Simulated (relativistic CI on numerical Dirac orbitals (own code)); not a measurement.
## What each ingredient does to the levels of Sm21+

Base calculation: Dirac-Coulomb-Breit CI, orbitals from a KLI potential per configuration, model QED (radiative potential, 1s self-energy scaled to tabulated hydrogen-like ionisation energies), unscaled Slater integrals.

Configurations in the expansion (outside the closed core [Ar] 3d10): 4s2 4p6 4d5, 4s2 4p5 4d6, 4s2 4p6 4d4 4f, 4s 4p6 4d6, 4s2 4p5 4d5 4f, 4s2 4p6 4d4 5s, 4s 4p6 4d5 4f, 4s2 4p6 4d4 5p, 4s2 4p6 4d3 4f 5s, 4s2 4p6 4d4 5d, 4s2 4p5 4d5 5s, 4s2 4p6 4d3 5s 5p, 4s2 4p6 4d4 5f, 4s2 4p6 4d4 6s, 4s2 4p6 4d4 5g, 4s2 4p6 4d4 6p, 4p6 4d6 4f, 4s2 4p6 4d4 6f, 4p6 4d7, 4p5 4d8, 4p5 4d7 4f, 4s2 4p6 4d3 5s2, 4s2 4p6 4d2 4f 5s2, 4s2 4p5 4d3 4f 5s2, 4s 4p6 4d3 4f 5s2. Double excitations out of closed p, d and f shells are left out; levels of such configurations are missing from the list, as are those of other unlisted configurations, and high levels can miss mixing partners. These lack a partner that the ground configuration has and come out too high: 4s2 4p5 4d5 5s.

The lowest level and the first level of each name with at least 55 % of one term (blank where a level has no safe partner in the second run):

```tsv
Level	Base (cm⁻¹)	Shift (cm⁻¹)
4s2 4p6 4d5 6S_5/2	0	0
4s2 4p6 4d5 4G_11/2	68723	+3
4s2 4p6 4d5 4G_9/2	75077	+3
4s2 4p6 4d5 2I_11/2	107831	+4
4s2 4p6 4d5 4D_1/2	117018	+3
4s2 4p6 4d5 2I_13/2	119089	+4
4s2 4p6 4d5 2G_7/2	146561	+6
4s2 4p6 4d5 2S_1/2	168641	+6
4s2 4p6 4d5 2H_11/2	181589	+1
4s2 4p6 4d5 2P_3/2	231716	+8
4s2 4p6 4d5 2P_1/2	254331	+8
4s2 4p5 4d6 6F°_11/2	952636	+1109
4s2 4p5 4d6 6D°_9/2	983864	+1110
4s2 4p5 4d6 6F°_9/2	994088	+1105
4s2 4p5 4d6 4H°_13/2	1019672	+1102
4s2 4p5 4d6 4I°_15/2	1047876	+1106
```

At this charge energies of transitions that change n are usually good to better than 1 %, and those within a shell (Δn = 0) to a few per cent. Terms inside the open d or f shell come out 10 to 20 % too wide with unscaled integrals.

One thing was changed in a second run, which moved the levels as shown. Which?
A. non-relativistic limit
B. P86 correlation estimate
C. Breit term removed
D. configuration mixing switched off
E. QED terms removed

B. P86 correlation estimate. A correlation estimate moves all levels of a configuration together before mixing; mixed levels move by a weighted share.

LS names give the leading component of a level, which can be under half, so a name can repeat, a term be missing and a line seem to break the LS rules.
